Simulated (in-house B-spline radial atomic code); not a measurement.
Computed with a B-spline radial atomic code. Model: two electrons, singlet ground state, non-relativistic, full CI in B-splines with partial waves to l = 8 (at full coupling up to 3e-4 hartree above the limit, correlation up to 0.6 % small), density held at that of full coupling by Lieb maximisation.

Along the adiabatic connection the electron repulsion is scaled by a coupling λ while a local potential keeps the density fixed. At λ = 0 the system is the Kohn-Sham one and W equals the exchange energy; the exchange-correlation energy is the area under W between 0 and 1. The kinetic energy rises with λ as the electrons avoid each other, with dT/dλ = −λ dW/dλ.

Command:
```bash
python run_ac.py task.json out
```
Settings (lengths in bohr, energies in hartree):
```
potential              yukawa
strength               7.92
lmax                   8
second                 3.01
```

Cost of the run: 14 s on 1 thread of Intel(R) Xeon(R) Processor @ 2.30GHz (shared host).

**W = mean repulsion less Hartree energy, and W of three functionals.**

Given: confinement screened point charge; nuclear charge 7.92; screening of the nucleus 3.01 1/bohr; external potential -Z exp(-k r)/r.

Computed: LDA exchange minus exact 581.75 millihartree; PBE exchange minus exact 51.057 millihartree.

| coupling | W xc (hartree) | W xc minus exchange (millihartree) | kinetic minus Kohn-Sham (millihartree) | LDA (PW92) W minus its exchange (millihartree) | PBE W minus its exchange (millihartree) | SCAN W minus its exchange (millihartree) |
| --- | --- | --- | --- | --- | --- | --- |
| 0 | -4.2081 | 0 | 0 | 0 | 0 | 0 |
| 0.02 | -4.21 | -1.916 | 0 | -15.28 | -1.77 | -1.84 |
| 0.05 | -4.2129 | -4.786 | 0.1 | -32.62 | -4.45 | -4.57 |
| 0.12 | ? | ? | ? | ? | ? | ? |
| 0.25 | -4.2318 | -23.671 | 2.9 | -115.36 | -22.49 | -22.28 |
| 0.4 | -4.2457 | -37.567 | 7.5 | -163.31 | -36.06 | -35.15 |
| 0.6 | -4.2639 | -55.749 | 16.5 | -218.32 | -54.08 | -51.85 |
| 0.8 | -4.2817 | -73.547 | 29 | -266.68 | -71.92 | -68.07 |
| 1 | -4.2991 | -90.971 | 44.7 | -310.3 | -89.53 | -83.86 |
| 1.4 | ? | ? | ? | ? | ? | ? |
| 2 | -4.381 | -172.88 | 166.8 | -485.65 | -173.54 | -157.3 |
| 3 | -4.4551 | -246.96 | 351.4 | -619.9 | -250.53 | -223.15 |
| 4.5 | -4.5537 | -345.62 | 719.7 | -779.28 | -353.97 | -310.74 |
| 7 | -4.6914 | -483.26 | 1504.9 | -980.54 | -500 | -433.94 |
| 10 | -4.8232 | -615.07 | 2617.5 | -1161 | -642.5 | -554.28 |

What belongs in the row 0.12?

W xc (hartree): -4.2196; W xc minus exchange (millihartree): -11.443; kinetic minus Kohn-Sham (millihartree): 0.7; LDA (PW92) W minus its exchange (millihartree): -65.66; PBE W minus its exchange (millihartree): -10.73; SCAN W minus its exchange (millihartree): -10.85.

What belongs in the row 1.4?

W xc (hartree): -4.3329; W xc minus exchange (millihartree): -124.75; kinetic minus Kohn-Sham (millihartree): 85.1; LDA (PW92) W minus its exchange (millihartree): -387.42; PBE W minus its exchange (millihartree): -123.97; SCAN W minus its exchange (millihartree): -114.27.

What is the SCAN exchange minus exact?

-19.284 millihartree.

**Energy parts, natural occupations and partial-wave weights.**

Computed: total energy -21.9755 hartree; correlation energy -0.0463 hartree; kinetic part of the DFT correlation energy 0.044671 hartree; kinetic part over minus potential part 0.49105; Hartree energy 8.4162 hartree; Kohn-Sham kinetic 47.937 hartree; Lieb Oxford ratio E_xc over LDA exchange 1.1732.

```json
{"natural": "s", "occupation of the shell (electrons)": "1.9988"}
{"natural": "p", "occupation of the shell (electrons)": "0.00056918"}
{"natural": "s", "occupation of the shell (electrons)": "?"}
{"natural": "d", "occupation of the shell (electrons)": "3.15e-05"}
{"natural": "p", "occupation of the shell (electrons)": "2.5655e-05"}
{"natural": "s", "occupation of the shell (electrons)": "1.3486e-05"}
```

What belongs in the row s?

occupation of the shell (electrons): 0.00052927.

```
wave      weight
   s     0.99968
   p           ?
   d  1.7982e-05
   f   2.698e-06
   g  6.4413e-07
```

What belongs in the row p?

weight: 0.00029888.

What is the initial slope twice GL2?

-0.095819 hartree.

What is the exchange energy?

-4.2081 hartree.

Half-way to full coupling W has made 51 % of its drop, against 50 % for a straight line, and second-order (GL2) theory, half the initial slope, overshoots the correlation energy by about 4 %: correlation is weak here. Over couplings 0 to 1 the errors in E_xc come to about +447 millihartree for LDA, +52 millihartree for PBE, -16 millihartree for SCAN, so SCAN is nearest. In LDA and SCAN the errors of exchange and correlation have opposite signs, so the sum is smaller than the larger of the two.
